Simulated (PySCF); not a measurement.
The same groups moved round the core (trisilane hydroxy+amino). Gas-phase values, no solvent. One relaxed conformer stands for each flexible species; it need not be the lowest. Strings in code marks are SMILES.

The LUMO from two functionals at the same geometries (r2SCAN-D4/def2-TZVP), both in PySCF: PBE-D3(BJ)/def2-TZVP and r2SCAN-D4/def2-TZVP. 

| species | r2SCAN-D4/def2-TZVP (eV) |
|---|---|
| `N[SiH2][SiH2][SiH2]O` | -1.06 |
| `N[SiH2][Si@@H](O)[SiH3]` | -1.33 |
| `[SiH3][SiH2][Si@H](O)N` | -0.53 |
| `N[Si@@H]([SiH3])[SiH2]O` | -1.23 |
| `N[Si](O)([SiH3])[SiH3]` | -1.06 |

Problem. What does PBE-D3(BJ)/def2-TZVP give for each?

Solution. 
- `N[SiH2][SiH2][SiH2]O`: -1.37
- `N[SiH2][Si@@H](O)[SiH3]`: -1.61
- `[SiH3][SiH2][Si@H](O)N`: -0.83
- `N[Si@@H]([SiH3])[SiH2]O`: -1.52
- `N[Si](O)([SiH3])[SiH3]`: -1.29
Over these rows, drawn at random from the members with no instability flagged (it was tested for open shells, ions and some series alone), PBE minus r2SCAN-D4: mean -0.28 eV, from -0.32 eV to -0.23 eV.
